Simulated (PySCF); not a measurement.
CH2NO, SMILES N[C]=O, multiplicity 2. Atoms are numbered in the order given.

```xyz
5

N     -0.0940    -1.0813     0.0000
C      0.4086     0.1600     0.0000
O     -0.1528     1.2161     0.0000
H     -1.0957    -1.2461     0.0000
H      0.5245    -1.8731     0.0000
```
Charge 0, spin multiplicity 2.

The structure is a stationary point at TPSSh-D3(BJ)/def2-TZVP. The isomer is the one that the SMILES or the coordinates give; other isomers of the formula were not compared. One conformer was computed; it need not be the lowest.

Two levels are set side by side: PBE/pcH-1 (PySCF) and PBE0/pcH-1 (PySCF). Contact hyperfine couplings, same geometry. Differences are taken from unrounded values.

```json
[
 {"quantity": "A(iso) of 14N, atom N1 (MHz)", "PBE0": "83.0"},
 {"quantity": "A(iso) of 13C, atom C2 (MHz)", "PBE0": "460.3"},
 {"quantity": "A(iso) of 17O, atom O3 (MHz)", "PBE0": "-44.7"},
 {"quantity": "A(iso) of 1H, atom H4 (MHz)", "PBE0": "89.1"},
 {"quantity": "A(iso) of 1H, atom H5 (MHz)", "PBE0": "-1.6"}
]
```

**Question.** What does PBE give, and how far is it from PBE0? (Estimate from the structure and the level; the computed values follow.)

**Answer.** 
| quantity | PBE | PBE minus PBE0 |
|---|---|---|
| A(iso) of 14N, atom N1 (MHz) | 92.6 | 9.6 |
| A(iso) of 13C, atom C2 (MHz) | 445.0 | -15.3 |
| A(iso) of 17O, atom O3 (MHz) | -33.9 | 10.8 |
| A(iso) of 1H, atom H4 (MHz) | 92.5 | 3.4 |
| A(iso) of 1H, atom H5 (MHz) | -1.1 | 0.5 |

Rough cost on one machine, each run with all the roots and properties that it gave: PBE0 against PBE within a factor of 2.
